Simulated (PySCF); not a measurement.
# Excitation energy of Pt by level of theory

Pt [Xe] 4f14 5d9 6s1 (3D) → Pt [Xe] 4f14 5d9 6p1 (high-spin determinant), as a difference of total energies. Calculation: PySCF 2.14, in def2-TZVPPD with the def2 core potential (60 electrons); a scalar-relativistic core potential. Correlated levels: valence: 5s2 5p6 frozen; valence and next inner shell: nothing frozen outside the core potential. The calculations carry no spin-orbit coupling.

```tsv
method	excitation energy (eV)
UHF	4.071
LDA	5.129
PBE0	4.771
r2SCAN	4.972
BP86	4.938
M06-L	4.953
HSE06	4.763
MP2 (valence)	4.834
SCS-MP2 (valence)	4.739
MP2 (valence and next inner shell)	4.983
SCS-MP2 (valence and next inner shell)	4.850
```

Problem. Estimate what PBE gives.

Solution. 4.899 eV, closest to BP86 among the rows shown.

Problem. Estimate what LC-wPBE gives.

Solution. 4.650 eV, closest to SCS-MP2 (valence) among the rows shown.

The determinant of the upper state mixes LS terms, which raises its energy above the lowest term, most at the Hartree-Fock and MP2 levels.
